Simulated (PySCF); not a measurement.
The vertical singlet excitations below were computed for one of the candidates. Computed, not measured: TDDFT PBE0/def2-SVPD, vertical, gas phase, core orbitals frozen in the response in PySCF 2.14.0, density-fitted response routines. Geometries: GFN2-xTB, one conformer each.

```json
{"state": "S1", "ν̃ (cm⁻¹)": "39630", "f": "0.0024", "main configurations (H = HOMO, L = LUMO)": "H→L (97%)"}
{"state": "S2", "ν̃ (cm⁻¹)": "51730", "f": "0.011", "main configurations (H = HOMO, L = LUMO)": "H→L+1 (95%)"}
{"state": "S3", "ν̃ (cm⁻¹)": "56040", "f": "0.014", "main configurations (H = HOMO, L = LUMO)": "H→L+2 (93%)"}
{"state": "S4", "ν̃ (cm⁻¹)": "57640", "f": "0.158", "main configurations (H = HOMO, L = LUMO)": "H-1→L (65%), H→L+3 (24%)"}
{"state": "S5", "ν̃ (cm⁻¹)": "59350", "f": "0.034", "main configurations (H = HOMO, L = LUMO)": "H→L+3 (68%), H-1→L (14%), H→L+4 (10%)"}
{"state": "S6", "ν̃ (cm⁻¹)": "59860", "f": "0.028", "main configurations (H = HOMO, L = LUMO)": "H→L+4 (50%), H-2→L (27%), H-3→L (8%)"}
```

Task: Which candidate is it? All have the formula C6H11N.
A. `C=C(C)[C@@H]1N[C@H]1C`
B. `C=C(CN)/C=C\C`
C. `CN(C)[C@]12C[C@H]1C2`
D. `C/N=C1\CC[C@@H]1C`
E. `N[C@H]1C[C@@H]2C[C@@H]2C1`

Result: D. Its S1, at 4.91 eV, is the lowest among the candidates; the nearest of the others has S1 at 5.27 eV. S1 is HOMO→LUMO (97%). Löwdin shares by element: HOMO nitrogen 52%, carbon 31% or more (atoms not listed hold the other 17%); LUMO carbon 43% or more, nitrogen 26% (atoms not listed hold the other 31%). At the same level the other candidates give, for their lowest levels:
- `C=C(C)[C@@H]1N[C@H]1C`: 6.23 eV (f 0.093); 6.38 eV (f 0.002); 6.73 eV (f 0.008); 6.83 eV (f 0.161); 7.00 eV (f 0.060); T1 4.20 eV; HOMO -6.68, LUMO 0.48 eV
- `CN(C)[C@]12C[C@H]1C2`: 5.83 eV (f 0.009); 6.34 eV (f 0.010); 6.60 eV (f 0.034); 6.70 eV (f 0.024); 6.98 eV (f 0.003); T1 5.71 eV; HOMO -6.11, LUMO 0.81 eV
- `N[C@H]1C[C@@H]2C[C@@H]2C1`: 6.27 eV (f 0.010); 7.09 eV (f 0.001); 7.19 eV (f 0.051); 7.33 eV (f 0.000); 7.51 eV (f 0.016); T1 5.97 eV; HOMO -6.82, LUMO 0.83 eV
- `C=C(/C=C\C)CN`: 5.27 eV (f 0.038); 5.60 eV (f 0.471); 6.03 eV (f 0.006); 6.31 eV (f 0.013); 6.51 eV (f 0.029); T1 3.21 eV; HOMO -6.40, LUMO -0.55 eV
Triplets come from the Tamm–Dancoff approximation.

Without π bonds the low states may be Rydberg-like; a valence basis with one diffuse set may place them up to an eV too high.
